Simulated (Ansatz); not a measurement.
Zn₅Te₄, relaxed as a singlet with RKS PBE-D4/def2-SVP in Ansatz, starting from the GFN1-xTB geometry. Force threshold 0.03 eV/Å.

In the def2 sets Te takes a core potential; there is no spin–orbit coupling. The structure comes from a short search, and lower isomers may exist.

Start:

```xyz
9

Zn   -2.931   -1.618    1.156
Zn   -2.107   -0.478   -0.827
Zn    1.370    0.626    1.398
Zn    2.938   -0.504   -0.249
Zn    2.231    0.660   -2.406
Te   -2.087    2.073   -0.345
Te    0.164   -1.898   -0.643
Te   -0.094   -1.464    2.001
Te    0.517    2.603   -0.085
```

Problem. Estimate the energy that the relaxation releases and the steps that it takes.

Solution. 300.2 kJ/mol, in 33 steps; 5.7 min on 4 threads of Intel Xeon on a shared host. No frequencies were taken in this run, so the end may be a saddle point.

Problem. Does the start keep its bonding?

Solution. Bonds lost: Zn3–Zn4, Te6–Te9, Te7–Te8 (atoms count from 1). Bonds formed: Zn1–Te6, Zn5–Te7, Zn5–Te9 (atoms count from 1). Metal–metal contacts that move far: Zn1–Zn2 2.43 to 2.95 Å.

Problem. Predict the relaxed structure.

Solution. 
```csv
atom,x (Å),y (Å),z (Å)
Zn1,-2.4756,-0.2979,1.2923
Zn2,-1.3754,-0.4839,-1.4404
Zn3,0.3213,0.4462,1.9213
Zn4,4.1098,0.2414,-1.8747
Zn5,1.6527,0.2180,-0.8978
Te6,-3.4860,0.6647,-0.7650
Te7,0.6625,-1.7385,-2.1171
Te8,-1.0976,-1.1885,3.1611
Te9,1.6883,2.1385,0.7202
```
Bond lengths (bridged metal pairs left out): 8 × Te–Zn 2.49 to 2.51 Å; 1 × Zn–Zn 2.64 Å.
